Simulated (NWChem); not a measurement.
Species: CH₃Cl₂FSi; SMILES Cl[SiH](CF)Cl

```xyz
8

F     -2.1574    -0.0058    -0.7536
C     -1.7258    -0.0046     0.5693
Si     0.1708     0.0005     0.6382
Cl     0.8904     1.6944    -0.2967
Cl     0.8994    -1.6896    -0.2967
H     -2.1247    -0.8941     1.0764
H     -2.1294     0.8828     1.0764
H      0.6520     0.0018     2.0381
```
Atoms are numbered in this order, from 1.

Program: NWChem. Pople sets run with spherical d functions. All runs use the structure optimised with B3LYP/6-31G* (spherical d). GIAO values for the isolated, static molecule; σ is the absolute isotropic shielding, δ = σ(reference) − σ with the isolated reference molecule computed at the same levels (13C: tetramethylsilane, 19F: trichlorofluoromethane, 1H: tetramethylsilane, 29Si: tetramethylsilane).

Question: What does the run give for B3LYP/6-311G**? Quantities: δ F1 (ppm); δ C2 (ppm); δ Si3 (ppm); σ Cl4 (ppm); δ H6 (ppm); δ H8 (ppm).

Answer: 
```yaml
"δ F1 (ppm)": -319.2
"δ C2 (ppm)": 82.3
"δ Si3 (ppm)": 20.8
"σ Cl4 (ppm)": 872.1
"δ H6 (ppm)": 4.53
"δ H8 (ppm)": 5.83
```
